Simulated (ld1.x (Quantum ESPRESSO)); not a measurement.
Results of a calculation; reference values are marked as such.
## Pseudopotentials across the periodic table

Generated with ld1.x 7.5 (TM, RRKJ, ultrasoft, PAW), atompaw 4.2 or ONCVPSP 4.0.1. The cutoff is in Ry: for ld1.x and atompaw files where the sum of valence levels is converged to 10 mRy in a Bessel basis, for ONCV files where the hardest occupied wave has 1 mHa per electron of residual kinetic energy. The error is the largest all-electron minus pseudo excitation energy over each file’s own four to seven test configurations (ionisations up to +4, promotions, holes and added fractions of an electron), all of which were solved. The labels leave out finer settings (local radius, basis sizes, second energies), which also bear on the numbers. Spin-polarised tests are not counted. The rows are a selection from randomly drawn settings: files with unsolved tests, undetermined cutoffs or missed reference levels are left out.

A true bound ghost makes a file unfit for plane-wave use even where its test errors are small: the radial tests pick states by their node count and pass the ghost by.

```csv
element,potential,cutoff (Ry),largest error (meV),bound ghosts
C,"TM, PBE, scalar-relativistic, rc 0.90/1.85/1.70 (spd), local d, core correction yes, reference 2s2 2p2",40,+434,none
P,"ultrasoft, PBE, scalar-relativistic, rc 0.80/0.75/0.90 (spd), local smoothed, core correction yes, reference 2s2 2p6 3s1.75 3p3.25",230,-317,none
Ru,"PAW, PBEsol, scalar-relativistic, rc 1.75/1.75/1.90 (spd), local smoothed, core correction yes, reference 4s2 4p6 4d8 5s0 5p0",30,-23,none
Hf,"TM semilocal, PBE, scalar-relativistic, rc 1.80/2.00/2.55 (spd), local d, core correction no, reference 5s2 5p6 5d2 6s0 6p0",35,+4311,none
Ta,"TM, LDA (PZ), scalar-relativistic, rc 2.90/1.55/2.50/2.65 (spdf), local s, core correction yes, reference 5p6 5d3 6s1.75 6p0",55,-604,none
W,"TM, PBEsol, scalar-relativistic, rc 2.92/3.45/2.60 (spd), local p, core correction yes, reference 5d4 6s1.5 6p0.5",30,-288,none
```

(1) Fill in the row for Cd: TM, PBE, fully relativistic, rc 1.85/0.95/1.20 (spd), local smoothed, core correction no, reference 4p6 4d10 5s2 5p0.

(2) Fill in the row for Pt: TM semilocal, PBE, scalar-relativistic, rc 1.90/1.10/1.80 (spd), local d, core correction no, reference 5p6 5d9 6s1 6p0.

## Answers

(1) cutoff 160 Ry, largest error +139 meV, bound ghosts: s.

(2) cutoff 140 Ry, largest error +28 meV, bound ghosts: none.
